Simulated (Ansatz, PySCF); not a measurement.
Reaction R1 → P1 + P2, each structure at its B3LYP-D3(BJ)/def2-TZVP stationary point, reached from a drawn start (curvature not checked).
R1: AlH3 (SMILES [AlH3]), charge 0, multiplicity 1.
P1, AlH (SMILES [AlH]) (charge 0, multiplicity 1):
```xyz
2

Al    -0.0095    -0.0191    -0.8307
H      0.0095     0.0191     0.8307
```
P2, H2 (SMILES [H][H]) (charge 0, multiplicity 1):
```tsv
atom	x (Å)	y (Å)	z (Å)
H	0.0000	0.0000	0.3720
H	0.0000	0.0000	-0.3720
```

P less R. No zero-point or thermal terms.

Cores are frozen in the correlated methods.

The values were computed with Ansatz (a program for electronic structure); PySCF for the D3/D4 terms. Each number belongs to the level named beside it.

What is the computed reaction energy (B3LYP-D4/def2-TZVPP)?

30.0 kcal/mol

Give the reaction energy at the level SVWN5/def2-TZVPP.

34.4 kcal/mol

What reaction energy does CCSD(T)/cc-pV(D+d)Z give?

27.9 kcal/mol
